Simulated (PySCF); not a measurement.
C2H5FO2Si, SMILES O=CC[Si@H](O)F.

Geometry optimised at B3LYP-D3(BJ)/def2-SVP. The structure was generated by enumeration; whether it is a known compound was not checked. Other conformers were not sampled.

The numbers are results of M06-2X/def2-TZVP (PySCF), not measurements.

Gas-phase values at a fixed geometry.

| Quantity | Result |
|---|---|
| total energy | -619.13178 hartree |
| highest occupied level | -9.63 eV |
| lowest empty level | -0.40 eV |
| orbital gap | 9.23 eV |
| dipole moment | 3.53 D |
| quadrupole, principal values (traceless, Buckingham form, about the centre of nuclear charge) | -5.63, 1.30, 4.34 D·Å |
| mean static polarisability | 50.9 bohr³ (7.54 Å³) |
| polarisability, principal values | 41.9, 53.1, 57.6 bohr³ |
